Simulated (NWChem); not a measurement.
ZrO; SMILES [O]=[Zr]

Computed with NWChem. The geometry was optimised at PBE0/def2-SVP. def2 effective core potentials on Zr; no spin-orbit coupling. Ions are spin-unrestricted doublets at the neutral geometry; other ion states weren't tried.

Task: Predict the results for Hartree-Fock/def2-TZVPP. Quantities: vertical ionisation energy, ΔSCF (eV); −ε(HOMO) (eV).

Result: The vertical ionisation energy, ΔSCF (eV) comes out as 6.36 and the −ε(HOMO) (eV) is 6.80.
